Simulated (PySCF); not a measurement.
BiS: frontier orbitals

PBE0 at R = 2.327 Å; basis Bi def2-SVP with ECP60, S def2-SVP; scalar-relativistic core potentials; PySCF 2.14. State: ²Π (doublet), unpaired electrons π ↑. Only the outer orbitals are listed, counted within each symmetry, core potentials removing the inner ones.

```json
{"spin": "α", "orbital": "7σ", "occ.": "1", "ε (eV)": "-19.54", "on Bi (%)": "36", "main shells (%)": "61 S s, 32 Bi s"}
{"spin": "α", "orbital": "8σ", "occ.": "1", "ε (eV)": "-15.55", "on Bi (%)": "64", "main shells (%)": "61 Bi s, 33 S s"}
{"spin": "α", "orbital": "9σ", "occ.": "1", "ε (eV)": "-8.42", "on Bi (%)": "41", "main shells (%)": "56 S p, 36 Bi p"}
{"spin": "α", "orbital": "4π", "occ.": "1", "ε (eV)": "-7.93", "on Bi (%)": "35", "main shells (%)": "65 S p, 34 Bi p"}
{"spin": "α", "orbital": "4π", "occ.": "1", "ε (eV)": "-7.60", "on Bi (%)": "38", "main shells (%)": "62 S p, 36 Bi p"}
{"spin": "α", "orbital": "5π", "occ.": "1", "ε (eV)": "-5.26", "on Bi (%)": "67", "main shells (%)": "66 Bi p, 33 S p"}
{"spin": "α", "orbital": "5π", "occ.": "0", "ε (eV)": "-3.58", "on Bi (%)": "64", "main shells (%)": "64 Bi p, 35 S p"}
{"spin": "α", "orbital": "10σ", "occ.": "0", "ε (eV)": "-0.24", "on Bi (%)": "73", "main shells (%)": "68 Bi p, 29 S p"}
{"spin": "α", "orbital": "11σ", "occ.": "0", "ε (eV)": "4.98", "on Bi (%)": "100", "main shells (%)": "92 Bi s"}
{"spin": "β", "orbital": "7σ", "occ.": "1", "ε (eV)": "-19.27", "on Bi (%)": "32", "main shells (%)": "65 S s, 27 Bi s"}
{"spin": "β", "orbital": "8σ", "occ.": "1", "ε (eV)": "-14.94", "on Bi (%)": "67", "main shells (%)": "65 Bi s, 29 S s"}
{"spin": "β", "orbital": "9σ", "occ.": "1", "ε (eV)": "-8.23", "on Bi (%)": "40", "main shells (%)": "57 S p, 34 Bi p"}
{"spin": "β", "orbital": "4π", "occ.": "1", "ε (eV)": "-7.63", "on Bi (%)": "27", "main shells (%)": "72 S p, 26 Bi p"}
{"spin": "β", "orbital": "4π", "occ.": "1", "ε (eV)": "-7.06", "on Bi (%)": "26", "main shells (%)": "73 S p, 25 Bi p"}
{"spin": "β", "orbital": "5π", "occ.": "0", "ε (eV)": "-3.30", "on Bi (%)": "75", "main shells (%)": "74 Bi p, 25 S p"}
{"spin": "β", "orbital": "5π", "occ.": "0", "ε (eV)": "-2.63", "on Bi (%)": "75", "main shells (%)": "75 Bi p, 24 S p"}
{"spin": "β", "orbital": "10σ", "occ.": "0", "ε (eV)": "0.01", "on Bi (%)": "75", "main shells (%)": "69 Bi p, 27 S p"}
```

Question: Which are the highest filled and the lowest empty level, where do they sit, and how wide is the gap?

Answer: Highest filled α 5π at -5.26 eV (in %: 66 Bi p, 33 S p); lowest empty α 5π at -3.58 eV (in %: 64 Bi p, 35 S p); the gap at PBE0 is 1.68 eV. Both belong to one degenerate shell, split only by its one-sided filling, so this is no excitation gap.

The bond order (Mayer) is 2.21. The ⟨S²⟩ is 0.765. The charge on Bi (Mulliken, basis-dependent) is 0.30 and the charge on Bi (Löwdin, basis-dependent) is 0.16. The dipole moment (positive dipole means Bi(−)S(+)) is -3.21 D and the polarisability along the bond is 79.7 bohr³. The polarisability across the bond is 30.9 bohr³.

These are scalar-relativistic numbers at best; spin–orbit coupling would shift them, the dissociation energy most. The state is the lowest determinant that a PBE0 search found; another state may lie lower at other levels.
